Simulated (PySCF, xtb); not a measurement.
PbBr, SMILES [Br][Pb] (connectivity only; charge and spin as stated), neutral, multiplicity 2.

Harmonic wavenumbers (cm⁻¹) from GFN2-xTB in xtb at its own minimum, in rising order: 196.

Problem. What does PBE-D3(BJ)/def2-TZVP (PySCF 2.14.0) give at its own minimum? (The exact figures need the calculation; the answer reports its results.)

Solution. 204. Paired by order, the mean absolute difference is 9 cm⁻¹ and the zero-point energies are 0.3 and 0.3 kcal/mol.
